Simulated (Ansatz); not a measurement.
Calculated with Ansatz (gas phase, PBE0-D4/def2-TZVP geometries, no zero-point term in ΔE). CCSD(T)/CBS adds triple-zeta CCSD(T) − MP2 to the extrapolated MP2 energy (def2 sets, frozen cores). Functionals use def2-TZVPP. Each species was taken in one conformer, which may not be the lowest.

Reaction (isomerisation): `CC1BC[SiH2]1` → `C=CBC[SiH3]`

| species | PBE0-D4 energy (Eh) |
| --- | --- |
| `CC1BC[SiH2]1` | -433.82250 |
| `C=CBC[SiH3]` | -433.80544 |

Question: Work out ΔE.

Answer: ΔE = (-433.80544) − (-433.82250) = 0.01706 Eh = +44.8 kJ/mol. CCSD(T)/CBS gives +24.4 kJ/mol.

Largest T1 diagnostic among the species: 0.012.

From PBE to PBE0 (25 % exact exchange), in def2-TZVPP and without D4, ΔE moves by +3.7 kJ/mol. In def2-TZVPP, CCSD(T) changes the Hartree–Fock value by +37.7 kJ/mol (the triples alone add +2.9 kJ/mol) and MP2 by +50.5 kJ/mol.
